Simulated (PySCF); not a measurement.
Compound: C₅H₇BOS.
Z-matrix (Å and degrees, PBE0-D3(BJ)/def2-SVP geometry), rows numbered from 1:
```
C 
O   1  1.4031
B   2  1.3484  1  125.14
C   3  1.5492  2  127.38  1    -0.46
C   4  1.3859  3  123.32  2  -177.75
C   5  1.4154  4  114.31  3   179.56
C   6  1.3747  5  111.94  4     0.13
S   7  1.7078  6  111.71  5    -0.15
H   1  1.0990  2  108.33  3   178.54
H   1  1.1030  2  111.61  3    59.20
H   1  1.1032  2  111.51  3   -62.28
H   3  1.2119  2  115.39  1   179.83
H   5  1.0915  4  121.63  3    -0.48
H   6  1.0907  5  124.59  4  -179.95
H   7  1.0899  6  127.85  5   179.78
```

All values: PBE0/pcSseg-1 and B3LYP/def2-SVPD (PySCF, non-relativistic), on one gas-phase PBE0-D3(BJ)/def2-SVP geometry that isn't relaxed in the solvent. The solvent is an IEF-PCM continuum (cavity from Bondi-type radii × 1.2). The model holds no explicit solvent molecules, cavitation or dispersion.

Gas phase at PBE0/pcSseg-1: HOMO -7.18 eV, LUMO -1.38 eV, dipole 2.03 D.

Task: What does the continuum do to the energy, the frontier levels and the dipole at PBE0/pcSseg-1 in chloroform and acetone?

Result: 
```json
{"solvent": "chloroform", "ε": "4.711", "E(solvent) − E(gas) (kcal/mol)": "-3.01", "polarisation term (kcal/mol)": "-3.29", "distortion of the solute (kcal/mol)": "0.28", "HOMO (eV)": "-7.17", "LUMO (eV)": "-1.39", "dipole (D)": "2.50"}
{"solvent": "acetone", "ε": "20.49", "E(solvent) − E(gas) (kcal/mol)": "-4.06", "polarisation term (kcal/mol)": "-4.57", "distortion of the solute (kcal/mol)": "0.51", "HOMO (eV)": "-7.19", "LUMO (eV)": "-1.41", "dipole (D)": "2.68"}
```

The polarisation term is half the interaction of the solute with the surface charges that it induces; the rest is the cost of distorting the solute's density. The sum is the electrostatic part of solvation alone. From chloroform to acetone the lowering changes by a factor 1.35, Onsager's factor (ε − 1)/(2ε + 1) by 1.30 and ε itself by 4.3.

Task: Which radius a makes the point-dipole formula ΔE = −[(ε − 1)/(2ε + 1)]·μ²/a³ give the value in acetone, with the gas-phase dipole?

Result: μ = 0.801 au and |ΔE| = 0.00648 Eh give a = 1.90 Å; the farthest nucleus lies 3.80 Å from the centroid of the nuclei, so such a sphere wouldn't even hold the nuclei. The formula assumes a rigid point dipole at the centre of a sphere.

Task: Which IAO charges (PBE0/pcSseg-1) respond most in acetone (means over atoms taken as equivalent)?

Result: 
```
atoms                  environment  gas (e)  solvent (e)  change
  H15            aromatic hydrogen   +0.174       +0.190  +0.016
   O2           boron-bound oxygen   -0.352       -0.365  -0.013
  H14            aromatic hydrogen   +0.163       +0.175  +0.012
   C4  substituted aromatic carbon   -0.313       -0.322  -0.009
   C6           aromatic CH carbon   -0.185       -0.193  -0.008
  H13            aromatic hydrogen   +0.163       +0.171  +0.008
```

Task: Which Mayer bond orders change most in acetone?

Result: 
```tsv
bond	length (Å)	gas	solvent	change
C1–O2	1.403	0.882	0.866	-0.016
C4–C5	1.386	1.547	1.531	-0.016
B3–C4	1.549	0.920	0.933	+0.013
O2–B3	1.348	1.240	1.245	+0.005
C6–C7	1.375	1.533	1.528	-0.005
C7–S8	1.708	1.218	1.214	-0.004
S8–C4	1.737	1.127	1.123	-0.004
C7–H15	1.090	0.952	0.948	-0.004
```

Gas phase at B3LYP/def2-SVPD: HOMO -6.96 eV, LUMO -1.57 eV, dipole 1.98 D.

Task: What does the continuum do to the energy, the frontier levels and the dipole at B3LYP/def2-SVPD in acetone?

Result: 
```csv
solvent,ε,E(solvent) − E(gas) (kcal/mol),polarisation term (kcal/mol),distortion of the solute (kcal/mol),HOMO (eV),LUMO (eV),dipole (D)
acetone,20.49,-3.56,-4.11,0.55,-6.93,-1.56,2.70
```

Task: How does the static polarisability (B3LYP/def2-SVPD, frozen core, with the continuum's full static response) change?

Result: 
```csv
medium,isotropic (au),principal values (au),⟨r²⟩ of the electrons (bohr²)
gas,95.9,"61.4, 102.1, 124.2",1194.0
acetone,132.6,"85.7, 145.8, 166.2",1193.0
```

The isotropic value in acetone is 1.38 times the gas-phase one; no cavity-field correction is applied. ⟨r²⟩ is taken about the centre of nuclear charge.
